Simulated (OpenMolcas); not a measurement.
## Er IV: effect of the IPEA shift

* Program: OpenMolcas 26.06
* Basis: ANO-RCC-VTZP [8s7p5d3f2g1h]
* Scalar Hamiltonian: DKH2, point nucleus
* Active space: 11 electrons in 7 orbitals (4f)
* State averaging: 2S+1 = 4 odd, 35 roots; 2S+1 = 2 odd, 112 roots (96 in the spin-orbit step)
* Spin-orbit coupling: state interaction with AMFI integrals over the reference wave functions, term energies averaged over their components

Methods on the same reference wave functions:
A. CASSCF
B. MS-CASPT2, IPEA 0 Eh, imaginary shift 0.1 Eh (closed shells correlated: 5s 5p)
C. MS-CASPT2, IPEA 0.25 Eh, imaginary shift 0.1 Eh (closed shells correlated: 5s 5p)

Energies in cm⁻¹ above 4f¹¹ ⁴I°_15/2, the measured ground level; measured values from the list in Tchang-Brillet, Wyart, Meftah and Ait Mammar, Atoms 6, 52 (2018).

| Level | A | B | C | Measured |
| --- | --- | --- | --- | --- |
| 4f¹¹ ⁴I°_15/2 | 0.0 | 0.0 | 0.0 | 0.0 |
| 4f¹¹ ⁴I°_13/2 | 6573 | 6620 | 6620 | 6508 |
| 4f¹¹ ⁴I°_11/2 | 10612 | 10240 | 10320 | 10172 |
| 4f¹¹ ⁴I°_9/2 [53 %] | 13421 | 12400 | 12610 |  |
| 4f¹¹ ⁴F°_9/2 [58 %] | 19077 | 15810 | 16090 | 15405 |
| 4f¹¹ ²H°_11/2(1) [60 %] | 22700 | 19850 | 20210 | 19332 |
| 4f¹¹ ⁴S°_3/2 [67 %] | 23635 | 19240 | 20060 |  |
| 4f¹¹ ⁴F°_7/2 | 25246 | 21310 | 21650 |  |
| 4f¹¹ ⁴F°_5/2 | 27319 | 23160 | 23520 |  |
| 4f¹¹ ⁴F°_3/2 [63 %] | 27619 | 23380 | 23870 |  |
| 4f¹¹ ²K°_15/2 | 32232 | 29210 | 29680 |  |
| 4f¹¹ ⁴G°_11/2 [74 %] | 32879 | 28110 | 28410 | 26708 |
| 4f¹¹ ²G°_7/2 [63 %] | 33368 | 29160 | 29640 |  |
| 4f¹¹ ⁴G°_9/2 [66 %] | 34071 | 29520 | 29810 | 27767 |
| 4f¹¹ ²K°_13/2 | 37791 | 34630 | 35120 |  |
| 4f¹¹ ²P°_1/2 | 40522 | 34920 | 35500 |  |
| 4f¹¹ ⁴G°_7/2 [70 %] | 40854 | 35930 | 36270 |  |
| 4f¹¹ ⁴G°_5/2 | 41438 | 35980 | 36270 |  |
| 4f¹¹ ²D°_5/2(1) [71 %] | 42206 | 36880 | 37450 |  |
| 4f¹¹ ²I°_11/2 [68 %] | 50265 | 44320 | 44890 |  |
| 4f¹¹ ²L°_17/2 | 50623 | 45760 | 46200 |  |
| 4f¹¹ ⁴D°_7/2 | 52056 | 43930 | 44250 |  |
| 4f¹¹ ²I°_13/2 | 52234 | 46860 | 47410 |  |
| 4f¹¹ ⁴D°_3/2 [72 %] | 54891 | 46840 | 47250 |  |

Deviations, from unrounded energies. A percentage is the sum of absolute deviations over the sum of measured energies, with the sign that they share, or ± where signs differ.

```json
{"Against measurement": "mean absolute deviation (cm-1)", "Levels": "6", "A": "3300", "B": "710", "C": "930"}
{"Against measurement": "fine structure of the ground term (%)", "Levels": "2", "A": "+3.0", "B": "+1.1", "C": "+1.5"}
{"Against measurement": "other terms of the ground configuration (%)", "Levels": "4", "A": "+21.9", "B": "+4.6", "C": "+5.9"}
```

B lies closest to measurement on these levels and A furthest from it. The largest miss of B in the table is 4f¹¹ ⁴G°_9/2 [66 %], by +1800 cm-1. The ranking rests on the paired levels alone, and a cruder setting can come out closer through cancelling errors.

Between B and C the level of the table that moves most is 4f¹¹ ⁴S°_3/2 [67 %], by 820 cm-1 (lowest in B, highest in C). Moves below CASPT2's spread within the term are not significant.

The mean deviations of B to C differ by less than CASPT2's widest spread within a term (1100 cm-1), so their order carries little weight.

From A to B the spin-free energies of the other terms of 4f¹¹ shown, above ⁴I°, scale by factors of 0.77 to 0.89, as is usual when dynamic correlation screens the repulsion within a d or f shell.

The lowest spin-free term lies below A's lowest term by 0.928 hartree in B, 0.920 hartree in C.

CASPT2 does not keep the components of a term degenerate, so their means are used; among the terms shown or strongly mixed into the levels shown the widest spread is 1100 cm-1 (4f¹¹ ²L°, B). High states are left out of the spin-orbit mixing, which shifts the levels that they would mix with. Without dynamic correlation excited terms often stand tens of per cent too high (terms of higher spin than the ground term too low), and those without a measured partner can miss by more than the paired ones (holds for A). Some levels mix across a computed gap that differs much from the measured one, so their mixing is not that of the real levels (holds for A). Blocks of more than 70 roots (2S+1 = 2 odd) ran without multistate coupling (holds for B; C). The CASPT2 spread within a term exceeds the gap to the next term for 4f¹¹ ²H°(2) and 4f¹¹ ²D°(2), so the order of their levels is uncertain (holds for C). Measured partners are found by configuration, term and J. A level has none where our copy of the source lacks it or the pairing is in doubt (some pairs that miss far off the trend of their configuration count as doubtful), and it then counts in no deviation. Only configurations of the active space appear. Levels that lie high or do not pair safely by name in every column are left out.

A share in square brackets marks a mixed level and gives the weight of the term that names it, the lowest over the columns. A number in round brackets counts repeated terms of one configuration in the order of the reference energies. ° marks odd parity.
